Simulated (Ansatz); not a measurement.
`[SiH3][O][GeH2][SiH3]`, charge 0, multiplicity 1.

Question: Give a relaxed structure at PBE0-D4/def2-TZVP (Ansatz 0.2.0). (An estimate is asked.)

Answer: Computed: 
Cartesian coordinates in Å:
```
Si 1.467 -0.365 -1.981
O 0.722 0.081 -0.597
Ge -0.810 -0.406 0.181
Si -0.927 0.860 2.193
H 0.612 -0.075 -3.166
H 2.735 0.399 -2.091
H 1.771 -1.824 -1.979
H -1.952 -0.099 -0.810
H -0.749 -1.931 0.413
H 0.240 0.537 3.053
H -0.927 2.309 1.870
H -2.181 0.515 2.913
```
Point group Cs.
This is one stationary point; other conformers may exist.
